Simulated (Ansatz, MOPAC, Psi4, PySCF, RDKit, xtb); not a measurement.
Two geometries of SMILES [SiH3]O[SiH2]CC(OC)=O, relaxed at B3LYP-D3(BJ)/def2-SVP with one dihedral held; other torsions can differ between them too.

Structure A

```
18

C      2.4031    -0.0043     0.3377
O      1.0778    -0.4272     0.0484
C      0.0066     0.3997     0.1893
O     -1.0369     0.0891    -0.3191
C      0.1698     1.6125     1.0746
Si    -0.1813     1.1277     2.8789
O      0.6859    -0.2447     3.2256
Si     0.6687    -1.9099     3.0933
H      2.5460     0.1931     1.4116
H      3.0583    -0.8342     0.0432
H      2.6788     0.8884    -0.2473
H     -0.5844     2.3543     0.7733
H      1.1649     2.0747     1.0185
H     -1.6395     0.8801     3.0436
H      0.2703     2.2205     3.7803
H      0.5803    -2.4987     4.4588
H      1.9409    -2.3463     2.4579
H     -0.4968    -2.3503     2.2792
```

Structure B

```
18

C     -2.9017     0.8079    -0.3874
O     -2.0547    -0.2247     0.1207
C     -0.8405     0.1628     0.5486
O     -0.5560     1.3208     0.7641
C      0.1031    -0.9887     0.7187
Si     1.4916    -0.8800    -0.5755
O      2.3116     0.5363    -0.3865
Si     2.4627     2.0293     0.3408
H     -3.1381     1.5458     0.3934
H     -3.8162     0.3108    -0.7324
H     -2.4123     1.3301    -1.2237
H      0.5829    -0.9121     1.7073
H     -0.4199    -1.9524     0.6375
H      2.4116    -2.0342    -0.3816
H      0.8880    -0.9397    -1.9364
H      3.8845     2.4429     0.1603
H      1.5863     3.0326    -0.3177
H      2.1769     1.9428     1.7984
```

Task: Which is lower in energy at the level Ansatz (a first-principles code) with CCSD(T) on RHF/cc-pVDZ, frozen core // B3LYP-D3(BJ)/def2-SVP, and by how much?

Result: B is lower, by 7.51 kcal/mol (dihedral C1–O2–C3–O4: 165° in A, 15° in B).

E(B) − E(A) in kcal/mol at the other levels, on the same two geometries: MMFF94 // B3LYP-D3(BJ)/def2-SVP (RDKit) -8.98; B3LYP/def2-TZVP // B3LYP-D3(BJ)/def2-SVP (Psi4) -8.53; B3LYP-D3(BJ)/def2-TZVP // B3LYP-D3(BJ)/def2-SVP (Psi4) -6.75; PBE/def2-TZVP // B3LYP-D3(BJ)/def2-SVP (Psi4) -7.46; PBE-D3(BJ)/def2-TZVP // B3LYP-D3(BJ)/def2-SVP (Psi4) -6.40; M06-2X/def2-TZVP // B3LYP-D3(BJ)/def2-SVP (Psi4) -7.16; RHF/cc-pVDZ // B3LYP-D3(BJ)/def2-SVP (Ansatz) -10.10; MP2 on RHF/cc-pVDZ, frozen core // B3LYP-D3(BJ)/def2-SVP (Ansatz) -7.58; CCSD on RHF/cc-pVDZ, frozen core // B3LYP-D3(BJ)/def2-SVP (Ansatz) -7.82; RHF/cc-pVTZ // B3LYP-D3(BJ)/def2-SVP (Ansatz) -10.20; MP2 on RHF/cc-pVTZ, frozen core // B3LYP-D3(BJ)/def2-SVP (Ansatz) -7.48; UFF // B3LYP-D3(BJ)/def2-SVP (RDKit) 13.10; PM7, restricted, heats of formation // B3LYP-D3(BJ)/def2-SVP (MOPAC) -9.86; PM6, restricted, heats of formation // B3LYP-D3(BJ)/def2-SVP (MOPAC) -6.91; GFN1-xTB // B3LYP-D3(BJ)/def2-SVP (xtb) -11.69; restricted B3LYP/6-31G*, spherical d, density fitting // B3LYP-D3(BJ)/def2-SVP (PySCF) -8.78; restricted Hartree-Fock/6-31G*, spherical d, density fitting // B3LYP-D3(BJ)/def2-SVP (PySCF) -10.36; restricted B3LYP/6-311+G**, spherical d, density fitting // B3LYP-D3(BJ)/def2-SVP (PySCF) -8.58; restricted BP86/6-31G*, spherical d, density fitting // B3LYP-D3(BJ)/def2-SVP (PySCF) -8.15.
